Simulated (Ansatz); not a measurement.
Species: SiHF$_{2}$, charge 0, doublet. SiHF2 (SMILES F[SiH]F, doublet).
B3LYP-D3(BJ)/def2-TZVP minimum from Ansatz (an electronic-structure program):
```xyz
4

Si    -0.3122    -0.3714    -0.1032
F     -0.2332     0.4434     1.2703
F      0.6965     0.3283    -1.1277
H      0.2011    -1.7466     0.1618
```
Charge 0, spin multiplicity 2.

Total energies in aug-cc-pV(D+d)Z, 19 correlated electrons, 7 frozen orbitals. Open shells are spin-unrestricted; no spin-orbit coupling. Cores are frozen in correlated methods. No relativity.

```json
[
 {"method": "HF", "program": "Ansatz", "energy (Eh)": "-488.50561", "minus CCSDT(Q) (mEh)": "518.28"},
 {"method": "MP2", "program": "Ansatz", "energy (Eh)": "-488.99771", "minus CCSDT(Q) (mEh)": "26.18"},
 {"method": "CCSD", "program": "Ansatz", "energy (Eh)": "-489.01047", "minus CCSDT(Q) (mEh)": "13.42"},
 {"method": "CCSD(T)", "program": "Ansatz", "energy (Eh)": "-489.02231", "minus CCSDT(Q) (mEh)": "1.58"},
 {"method": "CCSDT(Q)", "program": "Ansatz", "energy (Eh)": "-489.02389", "minus CCSDT(Q) (mEh)": "0.00"}
]
```

Rough core times of Ansatz's runs on a shared machine: CCSD(T) 20 s, CCSDT(Q) 40 min.
